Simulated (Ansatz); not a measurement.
A geometry relaxed with B3LYP-D3(BJ)/def2-TZVP in Ansatz (an electronic-structure program), charge 0, multiplicity 1:

```xyz
10

H     -0.7298    -1.5924    -0.4980
H      1.3568    -0.8248     0.9925
H     -2.0204    -0.4929    -0.4348
H      1.8607     0.7599     0.3639
N     -0.5000     1.5529     0.1678
C      1.2401    -0.1105     0.1744
N     -1.0856    -0.7223    -0.1390
H     -1.5042     1.7076     0.0675
H      1.5784    -0.5983    -0.7438
C     -0.1959     0.3208     0.0496
```

Question: Write the SMILES of this molecule.

Answer: `[H]/N=C(/C)N`
